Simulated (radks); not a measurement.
Neutral arsenic inside a hard spherical wall (all orbitals vanish at R), configuration held at [Ar] 3d10 4s2 4p3 and not refilled when levels cross. Method: scalar-relativistic Kohn-Sham, PBE, spin-polarised, spherical densities, point nucleus; open shells are filled with parallel spins first; computed with a radial shooting solver on a logarithmic mesh with Libxc functionals. Eigenvalues in eV for spin up, with the zero of energy where the potential of the charges vanishes at infinity; a dash marks a level that is unbound or too diffuse for the functional's potential to be trusted. A positive occupied level is held by the wall or, in an anion where self-interaction has pushed it up, behind a barrier. The pressure on the wall is -dE/dV.

R (bohr)  E (hartree)  kinetic (hartree)    e(3p)    e(3d)    e(4s)   e(4p)  e(5s, empty)  e(5p, empty)  pressure (GPa)
free      -2260.86899           2304.411  -133.36  -40.377  -15.209  -5.920             -             -               0
20        -2260.86899           2304.411  -133.36  -40.377  -15.209  -5.920             -             -        < 0.0001
12        -2260.86899           2304.411  -133.36  -40.376  -15.208  -5.919        -0.414         0.967        0.000179
10        -2260.86888           2304.412  -133.35  -40.364  -15.199  -5.910        -0.063         1.736         0.00356
8         -2260.86743           2304.425  -133.24  -40.261  -15.119  -5.830         1.026         3.705          0.0739
7         -2260.86331           2304.455  -133.03  -40.054  -14.965  -5.667         2.345         5.816           0.350
6         -2260.84816           2304.551  -132.49  -39.513  -14.573  -5.224         4.996         9.676            1.78
3         -2259.36999           2310.242  -118.05  -25.437   -1.338  11.625        67.735        81.848             636
2         -2251.54735           2334.563  -89.316    3.167   46.591  67.793        234.75        255.27           11500
